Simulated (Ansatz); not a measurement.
Compare A (`C[CH]1[AlH][SiH2]1`) with its isomer B (`C=C[SiH2][AlH2]`).

Calculated with Ansatz (gas phase, PBE0-D4/def2-TZVP geometries, no zero-point term in ΔE). CCSD(T)/CBS is the MP2 limit (def2-TZVPP, def2-QZVPP) plus CCSD(T) − MP2 in def2-TZVPP, frozen cores. Functionals use def2-TZVPP. B3LYP here is the variant with VWN-RPA as its local correlation; programs differ in this. One conformer a species, not always the lowest.

(1) Which is lower in electronic energy at CCSD(T)/CBS, and by how much? (Best estimate.)

(2) Give E(B) − E(A) in kJ/mol with LDA (SPW92), BLYP-D4, B2PLYP, ωB97M-V, B3LYP, HF/def2-TZVPP, r2SCAN-D4. (Best estimate.)

(3) Does the order hold for the free energy at 298.15 K (harmonic terms from PBE0-D4)? (Estimate.)

Largest T1 diagnostic: 0.012.

Answers

(1) Computed: B, by 42.3 kJ/mol.

(2) Ansatz gave: LDA (SPW92) 0.6, BLYP-D4 -53.2, B2PLYP -46.2, ωB97M-V -35.4, B3LYP -52.1, HF/def2-TZVPP -83.9, r2SCAN-D4 -28.1. The order is the other way round with LDA (SPW92).

(3) The calculation gave: Yes: G(B) − G(A) = -59.2 kJ/mol, for one conformer each. Modes under 60 cm⁻¹, often nearly free rotors, make the harmonic entropy too high.

In def2-TZVPP, CCSD(T) changes the Hartree–Fock value by +40.2 kJ/mol (the triples alone add +4.2 kJ/mol) and MP2 by +53.0 kJ/mol. Leaving LDA and LC-ωPBE aside and taking each functional with its dispersion term where it has one, the values, not all of them listed here, spread over 29.2 kJ/mol, from BHLYP-D4 to PBE-D4. LDA lies +25.8 kJ/mol from PBE without D4.
